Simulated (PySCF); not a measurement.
AsH5, SMILES [AsH5].

Geometry optimised at PBE0-D3(BJ)/def2-TZVP.

All values below come from TDA-M06-2X/def2-TZVPD run with PySCF.

Vertical excitations; the highest root listed may be one member of a degenerate set.  State labels are in the subgroup C2v.

Computed UV-visible absorptions:
```json
[
 {"state": "S1", "symmetry": "A1", "energy (eV)": "4.49", "λ (nm)": "276", "f": "0.000", "main pairs": "HOMO→LUMO 99 %"},
 {"state": "S2", "symmetry": "A1", "energy (eV)": "5.34", "λ (nm)": "232", "f": "0.019", "main pairs": "HOMO→LUMO+1 (degenerate set)"},
 {"state": "S3", "symmetry": "B1", "energy (eV)": "5.34", "λ (nm)": "232", "f": "0.019", "main pairs": "HOMO→LUMO+2 (degenerate set)"},
 {"state": "S4", "symmetry": "A2", "energy (eV)": "6.80", "λ (nm)": "182", "f": "0.000", "main pairs": "HOMO→LUMO+4 (degenerate set)"},
 {"state": "S5", "symmetry": "B2", "energy (eV)": "6.80", "λ (nm)": "182", "f": "0.000", "main pairs": "HOMO→LUMO+3 (degenerate set)"},
 {"state": "S6", "symmetry": "B2", "energy (eV)": "7.43", "λ (nm)": "167", "f": "0.488", "main pairs": "HOMO→LUMO+5 97 %"},
 {"state": "S7", "symmetry": "B1", "energy (eV)": "7.61", "λ (nm)": "163", "f": "0.064", "main pairs": "HOMO→LUMO+7 (degenerate set)"},
 {"state": "S8", "symmetry": "A1", "energy (eV)": "7.61", "λ (nm)": "163", "f": "0.064", "main pairs": "HOMO→LUMO+6 (degenerate set)"},
 {"state": "S9", "symmetry": "A1", "energy (eV)": "8.85", "λ (nm)": "140", "f": "0.000", "main pairs": "HOMO→LUMO+8 95 %"},
 {"state": "S10", "symmetry": "B2", "energy (eV)": "9.38", "λ (nm)": "132", "f": "0.008", "main pairs": "HOMO−1→LUMO 77 %, HOMO→LUMO+10 19 %"},
 {"state": "T1", "symmetry": "A1", "energy (eV)": "3.86", "λ (nm)": "321", "f": "0", "main pairs": "HOMO→LUMO 92 %"},
 {"state": "T2", "symmetry": "A1", "energy (eV)": "4.90", "λ (nm)": "253", "f": "0", "main pairs": "HOMO→LUMO+1 (degenerate set)"},
 {"state": "T3", "symmetry": "B1", "energy (eV)": "4.90", "λ (nm)": "253", "f": "0", "main pairs": "HOMO→LUMO+2 (degenerate set)"},
 {"state": "T4", "symmetry": "A2", "energy (eV)": "6.67", "λ (nm)": "186", "f": "0", "main pairs": "HOMO→LUMO+4 96 %"}
]
```
Triplets are in the Tamm–Dancoff approximation.
